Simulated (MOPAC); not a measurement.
MOPAC input (PM6):

```
PM6 PRECISE GNORM=0.05 LET XYZ GEO-OK AUX(PRECISION=9) THREADS=1
H7N3Si

N     0.02965800 1    1.57863600 1   -0.55059800 1
Si   -0.17442500 1    0.08708400 1    0.28068700 1
N    -0.89357700 1   -0.94432500 1   -0.88466100 1
N     1.14702200 1   -0.82892100 1    0.89070600 1
H     0.12508600 1    2.44042700 1   -0.03793400 1
H     0.49570500 1    1.62459800 1   -1.44332600 1
H    -0.93018300 1    0.46686300 1    1.50097000 1
H    -0.99170800 1   -1.92976200 1   -0.70330600 1
H    -1.61008800 1   -0.59735500 1   -1.50096300 1
H     1.54359600 1   -0.61600000 1    1.79182200 1
H     1.82781800 1   -1.24567100 1    0.27498400 1
```

Output:

```
 *******************************************************************************
 **                                                                           **
 **                              MOPAC v23.2.5                                **
 **                                                                           **
 *******************************************************************************
 ** MOPAC's Digital Object Identifier: https://doi.org/10.5281/zenodo.6511958 **
 **                                                                           **
 ** Please cite the open-source release paper for use of this MOPAC version:  **
 ** J. E. Moussa and J. J. P. Stewart (2026)                                  **
 ** MOPAC: An open-source semiempirical molecular orbital program             **
 ** J. Open Source Softw., 11(119), 8025, https://doi.org/10.21105/joss.08025 **
 *******************************************************************************

                              PM6 CALCULATION RESULTS

 *******************************************************************************
 *  PM6        - The PM6 Hamiltonian to be used
 *  GEO-OK     - OVERRIDE INTERATOMIC DISTANCE AND OTHER SAFETY CHECKS
 *  LET        - OVERRIDE SOME SAFETY CHECKS
 *  PRECISE    - TIGHTER CRITERIA TO BE USED
 *  XYZ        - CARTESIAN COORDINATE SYSTEM TO BE USED
 *  GNORM      - EXIT WHEN GRADIENT NORM DROPS BELOW 0.050
 *  AUX        - OUTPUT AUXILIARY INFORMATION
 *******************************************************************************
PM6 PRECISE GNORM=0.05 LET XYZ GEO-OK AUX(PRECISION=9) THREADS=1
 H7N3Si

   ATOM   CHEMICAL          X               Y               Z
  NUMBER   SYMBOL      (ANGSTROMS)     (ANGSTROMS)     (ANGSTROMS)

     1       N          0.02965800  *   1.57863600  *  -0.55059800  *
     2      Si         -0.17442500  *   0.08708400  *   0.28068700  *
     3       N         -0.89357700  *  -0.94432500  *  -0.88466100  *
     4       N          1.14702200  *  -0.82892100  *   0.89070600  *
     5       H          0.12508600  *   2.44042700  *  -0.03793400  *
     6       H          0.49570500  *   1.62459800  *  -1.44332600  *
     7       H         -0.93018300  *   0.46686300  *   1.50097000  *
     8       H         -0.99170800  *  -1.92976200  *  -0.70330600  *
     9       H         -1.61008800  *  -0.59735500  *  -1.50096300  *
    10       H          1.54359600  *  -0.61600000  *   1.79182200  *
    11       H          1.82781800  *  -1.24567100  *   0.27498400  *

          CARTESIAN COORDINATES

    NO.       ATOM           X           Y           Z

     1         N          0.0297      1.5786     -0.5506
     2        Si         -0.1744      0.0871      0.2807
     3         N         -0.8936     -0.9443     -0.8847
     4         N          1.1470     -0.8289      0.8907
     5         H          0.1251      2.4404     -0.0379
     6         H          0.4957      1.6246     -1.4433
     7         H         -0.9302      0.4669      1.5010
     8         H         -0.9917     -1.9298     -0.7033
     9         H         -1.6101     -0.5974     -1.5010
    10         H          1.5436     -0.6160      1.7918
    11         H          1.8278     -1.2457      0.2750

 General Reference for PM6:
 "Optimization of Parameters for Semiempirical Methods V: Modification of NDDO Approximations
 and Application to 70 Elements", J. J. P. Stewart, J. Mol. Mod., 13, 1173-1213 (2007)
 URL: https://link.springer.com/article/10.1007/s00894-007-0233-4

           Empirical Formula: H7 N3 Si  =    11 atoms

      MOLECULAR POINT GROUP   :   Cs

      RHF CALCULATION, NO. OF DOUBLY OCCUPIED LEVELS = 13

          Geometry optimization using EF

          DIAGONAL MATRIX USED AS START HESSIAN

 CYCLE:     1  GRAD.:    36.628 HEAT: -47.12870
 CYCLE:     2  GRAD.:   100.269 HEAT: -46.36627
 CYCLE:     3  GRAD.:   127.034 HEAT: -45.69011
 CYCLE:     4  GRAD.:   134.865 HEAT: -42.66655
 CYCLE:     5  GRAD.:   131.010 HEAT: -43.67346
 CYCLE:     6  GRAD.:   119.066 HEAT: -44.82021
 CYCLE:     7  GRAD.:   134.324 HEAT: -43.70548
 CYCLE:     8  GRAD.:   144.117 HEAT: -43.30682
 CYCLE:     9  GRAD.:    47.298 HEAT: -49.33638
 CYCLE:    10  GRAD.:    28.730 HEAT: -50.52312
 CYCLE:    11  GRAD.:     7.489 HEAT: -51.03782
 CYCLE:    12  GRAD.:     5.586 HEAT: -51.06675
 CYCLE:    13  GRAD.:     6.122 HEAT: -51.07334
 CYCLE:    14  GRAD.:     3.375 HEAT: -51.09641
 CYCLE:    15  GRAD.:    17.373 HEAT: -51.03046
 CYCLE:    16  GRAD.:     2.284 HEAT: -51.11531
 CYCLE:    17  GRAD.:     9.093 HEAT: -51.09529
 CYCLE:    18  GRAD.:     1.566 HEAT: -51.12729
 CYCLE:    19  GRAD.:     0.898 HEAT: -51.13003
 CYCLE:    20  GRAD.:     1.630 HEAT: -51.13023
 CYCLE:    21  GRAD.:     1.055 HEAT: -51.13038
 CYCLE:    22  GRAD.:     0.191 HEAT: -51.13131
 CYCLE:    23  GRAD.:     0.341 HEAT: -51.13133
 CYCLE:    24  GRAD.:     0.174 HEAT: -51.13145
 CYCLE:    25  GRAD.:     0.199 HEAT: -51.13163
 CYCLE:    26  GRAD.:     0.330 HEAT: -51.13189
 CYCLE:    27  GRAD.:     0.322 HEAT: -51.13225
 CYCLE:    28  GRAD.:     0.233 HEAT: -51.13255
 CYCLE:    29  GRAD.:     0.337 HEAT: -51.13321
 CYCLE:    30  GRAD.:     0.312 HEAT: -51.13347
 CYCLE:    31  GRAD.:     0.160 HEAT: -51.13373
 CYCLE:    32  GRAD.:     0.146 HEAT: -51.13383
 CYCLE:    33  GRAD.:     0.256 HEAT: -51.13411
 CYCLE:    34  GRAD.:     0.148 HEAT: -51.13418
 CYCLE:    35  GRAD.:     0.098 HEAT: -51.13422
 CYCLE:    36  GRAD.:     0.018 HEAT: -51.13424

     GRADIENT =  0.01843 IS LESS THAN CUTOFF =  0.05000

 -------------------------------------------------------------------------------
 PM6 PRECISE GNORM=0.05 LET XYZ GEO-OK AUX(PRECISION=9) THREADS=1
 H7N3Si

     GEOMETRY OPTIMISED USING EIGENVECTOR FOLLOWING (EF).
     SCF FIELD WAS ACHIEVED

                              PM6 CALCULATION
                                                       MOPAC v23.2.5 Linux

          FINAL HEAT OF FORMATION =        -51.13424 KCAL/MOL =    -213.94564 KJ/MOL

          COSMO AREA              =        112.57 SQUARE ANGSTROMS
          COSMO VOLUME            =         98.74 CUBIC ANGSTROMS

          GRADIENT NORM           =          0.01843          =       0.00556 PER ATOM
          IONIZATION POTENTIAL    =          9.179562 EV
          HOMO LUMO ENERGIES (EV) =         -9.180  1.307
          NO. OF FILLED LEVELS    =         13
          MOLECULAR WEIGHT        =         77.1609         POINT GROUP:  Cs

          MOLECULAR DIMENSIONS (Angstroms)

            Atom       Atom       Distance
            H    10    H     9     4.61523
            H     8    H     5     4.40580
            H     7    H     6     2.85731

          SCF CALCULATIONS        =         37

   ATOM   CHEMICAL          X               Y               Z
  NUMBER   SYMBOL      (ANGSTROMS)     (ANGSTROMS)     (ANGSTROMS)

     1       N          0.10175985  *   1.58166449  *  -0.52166866  *
     2      Si         -0.15542844  *   0.07191411  *   0.24060957  *
     3       N         -1.00134915  *  -0.96185343  *  -0.83037584  *
     4       N          1.19097240  *  -0.76519985  *   0.88328245  *
     5       H          0.10239283  *   2.44491869  *   0.00550918  *
     6       H          0.42483431  *   1.74763780  *  -1.45825161  *
     7       H         -0.95459237  *   0.39424634  *   1.39860485  *
     8       H         -1.00043485  *  -1.96737079  *  -0.77911999  *
     9       H         -1.61176645  *  -0.65000626  *  -1.56781343  *
    10       H          1.51454848  *  -0.59742548  *   1.82684570  *
    11       H          1.85409864  *  -1.33231162  *   0.38549384  *

                             CARTESIAN COORDINATES

   1    N        0.101759849     1.581664494    -0.521668657
   2   Si       -0.155428438     0.071914107     0.240609569
   3    N       -1.001349150    -0.961853433    -0.830375841
   4    N        1.190972395    -0.765199850     0.883282453
   5    H        0.102392833     2.444918694     0.005509179
   6    H        0.424834308     1.747637805    -1.458251611
   7    H       -0.954592367     0.394246341     1.398604853
   8    H       -1.000434851    -1.967370786    -0.779119992
   9    H       -1.611766445    -0.650006260    -1.567813428
  10    H        1.514548483    -0.597425484     1.826845700
  11    H        1.854098642    -1.332311620     0.385493843

           Empirical Formula: H7 N3 Si  =    11 atoms

      MOLECULAR POINT GROUP   :   Cs

                  EIGENVALUES
 -30.32744 -29.89760 -29.72521 -17.57387 -16.59783 -16.58717 -15.90601 -13.46951
 -13.45221 -11.18994 -10.39759  -9.58502  -9.17956   1.30701   1.52825   2.10489
   2.12318   2.80352   3.02109   3.94383   4.09742   5.81417   6.58109   6.71609
   6.83861   7.33412   7.41363   7.56996

              NET ATOMIC CHARGES AND DIPOLE CONTRIBUTIONS

  ATOM NO.   TYPE          CHARGE      No. of ELECS.   s-Pop       p-Pop       d-Pop
    1          N          -0.548900        5.5489     1.47139     4.07751
    2         Si           0.173947        3.8261     1.00676     1.43059     1.38870
    3          N          -0.536021        5.5360     1.46378     4.07225
    4          N          -0.548912        5.5489     1.47140     4.07752
    5          H           0.242730        0.7573     0.75727
    6          H           0.230591        0.7694     0.76941
    7          H           0.044106        0.9559     0.95589
    8          H           0.234567        0.7654     0.76543
    9          H           0.234565        0.7654     0.76544
   10          H           0.242732        0.7573     0.75727
   11          H           0.230595        0.7694     0.76940
 DIPOLE           X         Y         Z       TOTAL
 POINT-CHG.     0.304     0.132    -0.014     0.332
 HYBRID         1.075    -0.166    -1.110     1.554
 SUM            1.379    -0.033    -1.124     1.779

          ATOMIC ORBITAL ELECTRON POPULATIONS

     Atom    s        px        py        pz      x^2-y^2     xz        z^2       yz        xy
    1  N   1.47139   1.65589   1.22449   1.19713
    2 Si   1.00676   0.51556   0.41957   0.49546   0.26443   0.30811   0.21118   0.28663   0.31834
    3  N   1.46378   1.48920   1.17843   1.40461
    4  N   1.47140   1.36202   1.51087   1.20462
    5  H   0.75727
    6  H   0.76941
    7  H   0.95589
    8  H   0.76543
    9  H   0.76544
   10  H   0.75727
   11  H   0.76940

 **********************
 *                    *
 * JOB ENDED NORMALLY *
 *                    *
 **********************

 == MOPAC DONE ==
```

The geometry given is a B3LYP-D3(BJ)/def2-TZVP minimum.
